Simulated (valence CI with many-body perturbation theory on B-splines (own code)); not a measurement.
E1 transitions of Tb⁵⁰⁺

Method: relativistic CI+MBPT: five valence electrons over a frozen Dirac-Fock core [Ne], a basis of 11 s, 11 p, 10 d, 8 f, 5 g, 2 h functions for each j, with the one-electron correlation potential Σ1, the two-electron term Σ2, the three-electron term Σ3, Breit, model QED; selected CI, second order for the rest, scaled by the run's own slope (own B-spline code, finite nucleus).

The last digits are not significant, and no measured levels were compared; by estimate large intervals hold to a few tenths of a per cent, small ones and those within an open d or f shell to about a per cent. Among the levels kept, up to 3200 cm⁻¹ of a level comes from second order outside the variational space, and about a tenth of that is noise between levels of different J, which matters for small intervals.

Lines 51 to 100 of 565 in falling wavelength, among levels below 897.37 eV, chosen from the strongest by gf and those to the six lowest levels. Wavelengths and rates use the calculated energies. Electric multipoles are in the length gauge with retardation, E1 and E2 with the static RPA response of the core. Weak lines are less certain than strong ones. Lines between different terms over intervals too small for the method are left out, as are lines whose strength nearly cancels. The highest levels of a list are the least certain.

Levels are named by their leading jj configuration (3d3/2^4 stands for four electrons in 3d with j = 3/2), which in mixed levels can hold well under half, so a name can repeat and another be missing. Letters in brackets count levels of one name in rising energy.

```
λ vac (nm)                               Upper                               Lower   A (s⁻¹)  S (a.u.) with core polarisation  S without
     8.023  (3s 3p1/2 3p3/2^2 3d5/2) J=3/2 [c]      (3s^2 3p3/2^2 3d5/2) J=5/2 [a]  1.31e+10                         1.34e-02   1.36e-02
     7.985  (3s 3p1/2^2 3p3/2 3d5/2) J=5/2 [b]  (3s^2 3p1/2 3p3/2 3d5/2) J=5/2 [b]  9.34e+09                         1.41e-02   1.43e-02
     7.984          (3s 3p1/2^2 3d5/2^2) J=7/2          (3s^2 3p1/2 3d5/2^2) J=7/2  9.61e+09                         1.93e-02   1.96e-02
     7.958  (3s 3p1/2 3p3/2^2 3d5/2) J=5/2 [f]      (3s^2 3p3/2^2 3d5/2) J=5/2 [b]  1.38e+10                         2.06e-02   2.09e-02
     7.958  (3s 3p1/2^2 3p3/2 3d5/2) J=5/2 [b]  (3s^2 3p1/2 3p3/2 3d5/2) J=7/2 [b]  2.45e+10                         3.66e-02   3.72e-02
     7.845  (3s 3p1/2 3p3/2^2 3d5/2) J=3/2 [e]      (3s^2 3p3/2^2 3d5/2) J=5/2 [b]  1.74e+10                         1.66e-02   1.68e-02
     7.841          (3s 3p1/2^2 3p3/2^2) J=3/2          (3s^2 3p1/2 3p3/2^2) J=5/2  2.45e+10                         2.33e-02   2.37e-02
     7.823  (3s 3p1/2 3p3/2^2 3d5/2) J=7/2 [b]          (3s^2 3p3/2^2 3d5/2) J=7/2  1.25e+10                         2.36e-02   2.40e-02
     7.779  (3s 3p1/2^2 3d3/2 3d5/2) J=5/2 [b]  (3s^2 3p1/2 3d3/2 3d5/2) J=7/2 [a]  1.26e+10                         1.75e-02   1.78e-02
     7.748   (3p1/2^2 3p3/2^2 3d3/2) J=3/2 [b]  (3s 3p1/2 3p3/2^2 3d3/2) J=5/2 [c]  2.06e+10                         1.89e-02   1.93e-02
     7.733  (3s 3p1/2^2 3d3/2 3d5/2) J=3/2 [b]  (3s^2 3p1/2 3d3/2 3d5/2) J=5/2 [a]  1.28e+10                         1.17e-02   1.19e-02
     7.599  (3s 3p1/2^2 3p3/2 3d3/2) J=3/2 [b]  (3s^2 3p1/2 3p3/2 3d3/2) J=5/2 [a]  1.63e+10                         1.41e-02   1.44e-02
     7.583        (3s 3p1/2 3p3/2^3) J=3/2 [b]                (3s^2 3p3/2^3) J=3/2  1.62e+10                         1.40e-02   1.42e-02
     7.576      (3s 3p1/2 3p3/2 3d3/2^2) J=5/2  (3s 3p1/2 3p3/2^2 3d3/2) J=7/2 [b]  9.57e+09                         1.23e-02   1.25e-02
     7.534  (3s 3p1/2^2 3p3/2 3d3/2) J=5/2 [b]      (3s^2 3p1/2 3p3/2 3d3/2) J=7/2  3.16e+10                         4.01e-02   4.07e-02
     7.515          (3s 3p1/2^2 3d3/2^2) J=3/2  (3s 3p1/2^2 3p3/2 3d3/2) J=5/2 [b]  1.72e+10                         1.44e-02   1.47e-02
     7.512  (3s 3p1/2^2 3p3/2 3d5/2) J=7/2 [b]      (3s^2 3p1/2 3p3/2 3d5/2) J=9/2  2.66e+10                         4.46e-02   4.53e-02
     7.489  (3s 3p1/2 3p3/2^2 3d5/2) J=7/2 [c]          (3s^2 3p3/2^2 3d5/2) J=9/2  1.98e+10                         3.28e-02   3.33e-02
     7.470  (3s 3p1/2 3p3/2^2 3d3/2) J=5/2 [e]          (3s^2 3p3/2^2 3d3/2) J=7/2  1.47e+10                         1.82e-02   1.85e-02
     7.393  (3s 3p1/2 3p3/2^2 3d5/2) J=9/2 [c]          (3s^2 3p3/2^2 3d5/2) J=9/2  1.96e+10                         3.91e-02   3.97e-02
     7.364          (3s 3p1/2^2 3p3/2^2) J=3/2          (3s^2 3p1/2 3p3/2^2) J=3/2  1.05e+10                         8.25e-03   8.39e-03
     7.303       (3p1/2^2 3p3/2^2 3d3/2) J=7/2      (3s 3p1/2 3p3/2^2 3d3/2) J=9/2  4.57e+10                         7.02e-02   7.14e-02
     7.270             (3p1/2^2 3p3/2^3) J=3/2            (3s 3p1/2 3p3/2^3) J=5/2  3.80e+10                         2.88e-02   2.93e-02
     7.234  (3s 3p1/2 3p3/2^2 3d5/2) J=5/2 [c]          (3s^2 3p3/2^2 3d5/2) J=7/2  9.64e+09                         1.08e-02   1.10e-02
     7.223  (3s^2 3p1/2 3p3/2 3d3/2) J=3/2 [a]          (3s^2 3p1/2 3p3/2^2) J=1/2  1.24e+09                         9.20e-04   9.34e-04
     7.216  (3s^2 3p1/2 3p3/2 3d3/2) J=1/2 [a]          (3s^2 3p1/2 3p3/2^2) J=1/2  1.33e+09                         4.94e-04   5.02e-04
     7.164  (3s 3p1/2 3p3/2^2 3d3/2) J=3/2 [f]          (3s^2 3p3/2^2 3d3/2) J=5/2  1.50e+10                         1.09e-02   1.11e-02
     7.143   (3p1/2^2 3p3/2^2 3d3/2) J=3/2 [a]  (3s 3p1/2 3p3/2^2 3d3/2) J=5/2 [a]  1.80e+10                         1.29e-02   1.31e-02
     7.111       (3p1/2^2 3p3/2^2 3d3/2) J=5/2  (3s 3p1/2 3p3/2^2 3d3/2) J=7/2 [a]  4.06e+10                         4.33e-02   4.40e-02
     7.043  (3s 3p1/2^2 3p3/2 3d3/2) J=1/2 [b]  (3s^2 3p1/2 3p3/2 3d3/2) J=3/2 [a]  3.08e+10                         1.06e-02   1.08e-02
     7.040  (3s 3p1/2^2 3p3/2 3d5/2) J=7/2 [b]  (3s^2 3p1/2 3p3/2 3d5/2) J=7/2 [a]  1.25e+10                         1.72e-02   1.75e-02
     6.951      (3s 3p1/2 3p3/2 3d3/2^2) J=7/2      (3s 3p1/2 3p3/2^2 3d3/2) J=9/2  1.26e+10                         1.67e-02   1.70e-02
     6.827  (3s 3p1/2 3p3/2^2 3d5/2) J=7/2 [e]          (3s^2 3p3/2^2 3d5/2) J=7/2  7.98e+09                         1.00e-02   1.02e-02
     6.803  (3s^2 3p1/2 3p3/2 3d3/2) J=5/2 [a]          (3s^2 3p1/2 3p3/2^2) J=5/2  3.48e+09                         3.25e-03   3.30e-03
     6.718  (3s^2 3p1/2 3p3/2 3d3/2) J=3/2 [a]          (3s^2 3p1/2 3p3/2^2) J=5/2  8.95e+09                         5.36e-03   5.44e-03
     6.614  (3s 3p1/2 3p3/2 3d3/2^2) J=1/2 [b]             (3p1/2^2 3p3/2^3) J=3/2  3.80e+10                         1.09e-02   1.10e-02
     6.436      (3s^2 3p1/2 3p3/2 3d3/2) J=7/2          (3s^2 3p1/2 3p3/2^2) J=5/2  2.86e+08                         3.01e-04   3.06e-04
     6.386          (3s^2 3p1/2^2 3d3/2) J=3/2          (3s^2 3p1/2^2 3p3/2) J=3/2  7.69e+09                         3.95e-03   4.01e-03
     6.365  (3s^2 3p1/2 3p3/2 3d3/2) J=3/2 [a]          (3s^2 3p1/2 3p3/2^2) J=3/2  7.03e+08                         3.58e-04   3.62e-04
     6.359  (3s^2 3p1/2 3p3/2 3d3/2) J=1/2 [a]          (3s^2 3p1/2 3p3/2^2) J=3/2  2.73e+09                         6.94e-04   7.04e-04
     6.333  (3s 3p1/2^2 3d3/2 3d5/2) J=7/2 [b]  (3s 3p1/2^2 3p3/2 3d5/2) J=7/2 [b]  9.67e+09                         9.70e-03   9.85e-03
     5.965      (3s^2 3p1/2 3d3/2 3d5/2) J=9/2      (3s^2 3p1/2 3p3/2 3d5/2) J=9/2  1.24e+10                         1.30e-02   1.31e-02
     5.896  (3s 3p1/2^2 3d3/2 3d5/2) J=7/2 [b]  (3s 3p1/2^2 3p3/2 3d5/2) J=7/2 [a]  1.52e+10                         1.23e-02   1.25e-02
     5.847  (3s^2 3p1/2 3p3/2 3d3/2) J=3/2 [b]          (3s^2 3p1/2 3p3/2^2) J=1/2  3.23e+08                         1.27e-04   1.29e-04
     5.843  (3s^2 3p1/2 3p3/2 3d3/2) J=1/2 [b]          (3s^2 3p1/2 3p3/2^2) J=1/2  3.40e+08                         6.69e-05   6.87e-05
     5.841          (3s^2 3p3/2 3d5/2^2) J=5/2          (3s^2 3p3/2^2 3d5/2) J=3/2  1.87e+10                         1.10e-02   1.12e-02
     5.701  (3s^2 3p1/2 3p3/2 3d3/2) J=5/2 [b]          (3s^2 3p1/2 3p3/2^2) J=5/2  1.94e+09                         1.07e-03   1.08e-03
     5.614  (3s^2 3p3/2 3d3/2 3d5/2) J=5/2 [d]          (3s^2 3p3/2^2 3d5/2) J=3/2  1.70e+10                         8.90e-03   9.03e-03
     5.582  (3s^2 3p1/2 3p3/2 3d5/2) J=3/2 [a]          (3s^2 3p1/2 3p3/2^2) J=1/2  7.15e+08                         2.45e-04   2.49e-04
     5.528      (3s 3p1/2^2 3d3/2 3d5/2) J=9/2      (3s 3p1/2^2 3p3/2 3d5/2) J=9/2  2.34e+10                         1.95e-02   1.98e-02
```
